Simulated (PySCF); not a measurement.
## Unknown compound

An unknown has the formula C₄H₈Cl₂O. Its calculated NMR data are:

¹H NMR (500 MHz, computed): δ 6.20 (d, 1H), 3.53 (s, 3H), 3.48 (m, 1H), 1.47 (d, 3H).

¹³C{¹H} NMR (computed): δ 86.7, 84.7, 58.9, 15.9.

Theory: shielding tensors at PBE0/pcSseg-1 (GIAO), geometry from GFN2-xTB, in PySCF (no relativistic terms, gas phase, rapidly exchanging positions averaged, a single conformation).

Shifts are taken against calculated references (same method and geometry level): TMS for ¹H, ¹³C.

Deduce the structure.

Answers


Rings plus π bonds: 0. 4 carbon signals for 4 carbons: no two carbons are equivalent. Carbon types of the structure: 2 × CH, 2 × CH3, which accounts for all hydrogens. δC 86.7: sp3 CH bonded to O; deshielded by the electronegative neighbour. δC 84.7: sp3 CH bonded to 2 Cl; 2 electronegative neighbours deshield it. δC 58.9: methyl carbon bonded to O; deshielded by the electronegative neighbour. δC 15.9: methyl carbon; saturated and bonded to C and H only. δH 6.20: hydrogen on an sp3 CH bonded to 2 Cl; its carbon carries Cl, hence the downfield position. δH 3.53: hydrogen on a methyl carbon bonded to O; its carbon carries O, an electronegative neighbour. δH 3.48: hydrogen on an sp3 CH bonded to O; its carbon carries O, an electronegative neighbour.

These data were computed for SMILES ClC([C@H](OC)C)Cl.

The data come from this structure; uniqueness wasn't tested.

Carbons that carry Cl, above all several Cl atoms, come out too deshielded, partly because spin–orbit coupling is missing. Shifts are as computed. Against solution values, carbons near 30 ppm lie about +3 ppm off and those near 130 ppm about +5 ppm; carbons on Cl a further +6 ppm. Of 1211 compounds with measured shifts, 218 miss one by over three times the rms of a fit or turn the order of signals round; such compounds aren't used in these exercises. No couplings were computed; multiplicities are counted from neighbouring protons, with m where these are inequivalent, close in shift, in a saturated or five-membered ring or joined by F or P, and br s for small geminal =CH2 splittings.
